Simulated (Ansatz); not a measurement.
Harmonic frequencies (cm⁻¹) at PBE0-D4/def2-TZVP from Ansatz: 45, 53, 63, 80, 96, 98, 106, 196, 198, 351, 373, 379, 489, 532, 1179, 1181, 1226, 1478, 1489, 1490, 2701, 3037, 3116, 3118.

Each molecule was computed in one conformer, which needn't be the lowest.

Task: Which molecule is it?
A. `[OH][Hf]([OH])([OH])[OH]`
B. `C[O][Hf]([SH])([Cl])[Cl]`
C. `C#[C][Hf]([OH])([OH])[F]`
D. `[SH][Hf]([SH])([SH])[SH]`

Result: B.
